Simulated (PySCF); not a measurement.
# Computed structure and properties of WO(OH)4

System: WO(OH)4 (singlet); start: template (C1). Method: PySCF 2.14.0, RKS B3LYP, W def2-SVP with ECP60, O def2-SVP, H def2-SVP; non-relativistic Hamiltonian with scalar-relativistic core potentials where named; density fitting; no spin-orbit coupling.

Input of the relaxation:

```python
mol = gto.M(atom='''
W     -0.00000     0.00132     0.02719
O     -0.00000     0.00132     1.53679
O     -0.00000     0.00132    -1.76801
H     -0.00000    -0.34868    -2.66801
O      1.79520     0.00132     0.02719
H      2.69520    -0.34868     0.02719
O     -0.89760     1.55602     0.02719
H     -1.04450     2.51042     0.02719
O     -0.89760    -1.55338     0.02719
H     -1.65070    -2.15778     0.02719''',
    basis={'W': 'def2-SVP', 'O': 'def2-SVP', 'H': 'def2-SVP'},
    ecp={'W': 'def2-SVP'},
    charge=0, spin=0)
mf = dft.RKS(mol, xc='B3LYP')
mf.grids.atom_grid = (50, 194)
mf = mf.density_fit()  # fitting sets: W def2-universal-JKFIT, O def2-universal-JKFIT, H def2-universal-JKFIT
mf.conv_tol = 1e-08; mf.max_cycle = 55
mf.kernel(dm0)  # dm0: converged density of the start geometry
# quasi-Newton relaxation in Cartesian coordinates to a largest gradient under 0.00045 Eh/bohr, steps kept in the point group
```

Run from Python with OMP_NUM_THREADS=2; the lines above give its settings. Where DIIS fails, smearing, a level shift and second-order steps follow.
It took 3.3 min on 2 threads of Arm Neoverse V2 (shared host), from the converged density of the start.

Course of the relaxation:

```csv
step,energy above end (eV),largest force component within the symmetry (eV/Å)
0,4.3801,22.621
1,1.5663,5.216
2,1.1659,1.373
3,1.0454,0.915
4,1.0270,2.236
5,0.8703,2.019
6,0.7365,1.585
7,0.4431,2.081
33,0.0008,0.106
34,0.0004,0.068
35,0.0002,0.018
36,0.0002,0.044
37,0.0000,0.014
38,0.0000,0.013
```
(The steps between are left out.)

Relaxed geometry (C1, nearly Cs):

```xyz
10

W     0.0578    0.0641   -0.1933
O    -0.1347   -0.1908    1.5116
O     0.0262   -0.0647   -2.1103
H    -0.3256   -0.6549   -2.7864
O     1.9540    0.0134   -0.1853
H     2.4041   -0.0692    0.6685
O    -0.7087    1.7973   -0.2357
H    -0.9645    2.1976    0.6085
O    -1.0210   -1.5287   -0.4207
H    -1.2877   -1.9009    0.4341
```

```json
{"contact": "W1–O2 (O)", "Å": "1.735"}
{"contact": "W1–O3 (OH)", "Å": "1.922"}
{"contact": "W1–O5 (OH)", "Å": "1.897"}
{"contact": "W1–O7 (OH)", "Å": "1.896"}
{"contact": "W1–O9 (OH)", "Å": "1.937"}
```

On the finer grid (75, 302):

```yaml
HOMO: -8.50 eV
LUMO: -1.83 eV
Dipole_about_the_centre_of_mass: 1.38 D
Set_of_Mulliken_populations_of_W1_outside_the_core_potential: s 2.42, p 6.42, d 3.75, f 0.26
D3_BJ_dispersion_energy_not_in_the_energies: -0.396 eV
```

```csv
atom,Mulliken (e),Löwdin (e),spin (e)
W1,1.15,0.28,0.00
O2,-0.41,-0.19,0.00
O3,-0.44,-0.14,0.00
H4,0.21,0.11,0.00
O5,-0.39,-0.12,0.00
H6,0.23,0.12,0.00
O7,-0.39,-0.12,0.00
H8,0.23,0.12,0.00
O9,-0.41,-0.15,0.00
H10,0.22,0.10,0.00
```

On the grid (50, 194), as all that follows. Harmonic modes: a minimum within the noise of the softest modes; lowest 53 cm⁻¹ (negative: unstable), highest 3892 cm⁻¹, zero-point energy 1.583 eV.

Rigid scan of O along the line from its metal:

| distance to O2 (Å) | energy (eV) |
| --- | --- |
| 1.43 | 4.058 |
| 1.53 | 1.494 |
| 1.63 | 0.313 |
| 1.73 | 0.000 |
| 1.83 | 0.218 |
| 1.93 | 0.749 |
| 2.13 | 2.229 |
| 2.43 | 4.564 |
| 2.83 | 7.029 |
| 3.33 | 8.854 |

Taking off one OH (charge -1, singlet; the rest: singlet) in vacuum, both parts rigid, costs 12.16 eV; the small basis without counterpoise inflates it. Most of it is the attraction of opposite charges; other ways to part are cheaper, and one spin state was tried for the rest.

Rigid scan of OH along the line from its metal:

```json
{"distance to O3 (Å)": "1.62", "energy (eV)": "2.065"}
{"distance to O3 (Å)": "1.72", "energy (eV)": "0.766"}
{"distance to O3 (Å)": "1.82", "energy (eV)": "0.161"}
{"distance to O3 (Å)": "1.92", "energy (eV)": "0.000"}
{"distance to O3 (Å)": "2.02", "energy (eV)": "0.115"}
{"distance to O3 (Å)": "2.12", "energy (eV)": "0.397"}
{"distance to O3 (Å)": "2.32", "energy (eV)": "1.192"}
{"distance to O3 (Å)": "2.62", "energy (eV)": "2.465"}
{"distance to O3 (Å)": "3.02", "energy (eV)": "3.832"}
{"distance to O3 (Å)": "3.52", "energy (eV)": "4.928"}
```

One start shape was tried, so this needn't be the lowest isomer.
